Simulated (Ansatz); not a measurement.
These are CAM-B3LYP-D3(BJ)/def2-TZVP (Ansatz, a quantum-chemistry and plane-wave program) values and carry that method's errors. No frequencies were computed at this level.

Ansatz 0.2 input:
```yaml
crystal:
  periodic: [false, false, false]
  atoms:
    - { symbol: B, position_ang: [0.000002, -0.000003, -0.000004] }
    - { symbol: H, position_ang: [-0.891147, -0.74627, 0.070362] }
    - { symbol: H, position_ang: [-0.198537, 1.147295, 0.017789] }
    - { symbol: H, position_ang: [1.089682, -0.401022, -0.088147] }
basis:
  gaussian: { orbitals: def2-tzvp }
hamiltonian:
  xc: cam_b3lyp
  dispersion: d3bj
relax:
  max_steps: 150
```

Output:

```
Functional definition: CAM-B3LYP
301 factors; their error is unknown
137 factors; integrals over basis functions are off by at most 5.2e-6 eV
mean field evaluation 1: about -723.1374 eV, gradient 1.2e1 eV
mean field evaluation 2: about -723.5084 eV, gradient 4.8e0 eV
mean field evaluation 4: about -723.5762 eV, gradient 3.7e-2 eV
mean field evaluation 8: about -723.5700 eV, gradient 9.2e-4 eV
mean field -723.57002203 eV, -26.5907078561 hartree, gradient 7.5e-6 eV, S^2 0.000000; 0 other end points of the search recorded, 0 dependent functions left out
reference -723.57011509 eV, -26.5907112763 hartree; 4, 4 occupied and 45, 45 virtual orbitals, 301 factors
relax step   1: F+E_penalty+E_count = -723.58478494 eV  Δ(F+E_penalty+E_count) = +0.000e0 eV  max|allowed force component| = 6.212e-1 eV/Å  Δτ_max = 0.0000 Å  (22 SCF iters, accepted)
these checks for a lower state are left out or cut short: starts, cluster_reference, orbital_swaps, neighbouring_geometries, increment
301 factors; their error is unknown
137 factors; integrals over basis functions are off by at most 5.5e-6 eV
mean field evaluation 16: about -723.5905 eV, gradient 2.5e-5 eV
mean field -723.59053525 eV, -26.5914617032 hartree, gradient 8.8e-6 eV, S^2 0.000000; 0 other end points of the search recorded, 0 dependent functions left out
reference -723.59062892 eV, -26.5914651453 hartree; 4, 4 occupied and 45, 45 virtual orbitals, 301 factors
relax step   2: F+E_penalty+E_count = -723.60530667 eV  Δ(F+E_penalty+E_count) = -2.052e-2 eV  max|allowed force component| = 1.745e-1 eV/Å  Δτ_max = 0.0171 Å  (25 SCF iters, accepted)
these checks for a lower state are left out or cut short: starts, cluster_reference, orbital_swaps, neighbouring_geometries, increment
301 factors; their error is unknown
137 factors; integrals over basis functions are off by at most 5.6e-6 eV
mean field -723.59239564 eV, -26.5915300714 hartree, gradient 8.9e-6 eV, S^2 0.000000; 0 other end points of the search recorded, 0 dependent functions left out
reference -723.59248954 eV, -26.5915335221 hartree; 4, 4 occupied and 45, 45 virtual orbitals, 301 factors
relax step   3: F+E_penalty+E_count = -723.60717216 eV  Δ(F+E_penalty+E_count) = -1.865e-3 eV  max|allowed force component| = 4.875e-3 eV/Å  Δτ_max = 0.0069 Å  (26 SCF iters, accepted)
301 factors; their error is unknown
137 factors; integrals over basis functions are off by at most 5.6e-6 eV
mean field evaluation 32: about -723.5387 eV, gradient 4.5e0 eV
mean field -723.59239564 eV, -26.5915300714 hartree, gradient 1.1e-5 eV, S^2 0.000000; 1 other end points of the search recorded, 0 dependent functions left out
reference -723.59248954 eV, -26.5915335221 hartree; 4, 4 occupied and 45, 45 virtual orbitals, 301 factors
Total energy: -723.60726606 eV, -26.5920765492 hartree
Atom 0 at    -0.000012    -0.000002    -0.000144 Å, force     0.000170     0.000001     0.002266 eV/Å
Atom 1 at    -0.909456    -0.761601     0.071855 Å, force    -0.003845    -0.003171    -0.000456 eV/Å
Atom 2 at    -0.202616     1.170868     0.018202 Å, force    -0.000901     0.004875    -0.000680 eV/Å
Atom 3 at     1.112084    -0.409265    -0.089912 Å, force     0.004576    -0.001705    -0.001130 eV/Å
Dipole moment:    -0.000008     0.000001    -0.000087 e Å
```

Cost: very roughly 1.3 core-seconds.
